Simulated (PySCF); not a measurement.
# Working out the ionisation energy of Se⁺

Se⁺ [Ar] 3d10 4s2 4p3 (4S) → Se²⁺ [Ar] 3d10 4s2 4p2 (3P). Computed with PySCF 2.14 in cc-pVDZ-PP with ECP10MDF, with a scalar-relativistic core potential. Frozen: 3s2 3p6 3d10. Energies in hartree (1 hartree = 27.21139 eV):

```tsv
part	Se⁺ (lower)	Se²⁺ (upper)
UHF	-371.532179	-370.766267
CCSD correlation	-0.071205	-0.059931
(T)	-0.000626	-0.000542
```

Question: What does Hartree-Fock give?

Answer: (-370.766267) − (-371.532179) = 0.765912 hartree = 20.842 eV.

Question: What do CCSD and CCSD(T) give?

Answer: The CCSD correlation energies differ by 0.011274 hartree = 0.307 eV and the triples by 0.000084 hartree = 0.002 eV, so CCSD gives 21.149 eV and CCSD(T) 21.151 eV.

Reference: 21.196 ± 0.01 eV (measured; NIST Atomic Spectra Database, ionization energies), between the lowest levels; spin-orbit coupling is absent from the calculation.

A double-zeta basis recovers only part of the correlation energy.

What remains against the reference includes basis incompleteness, the frozen core and higher excitations.
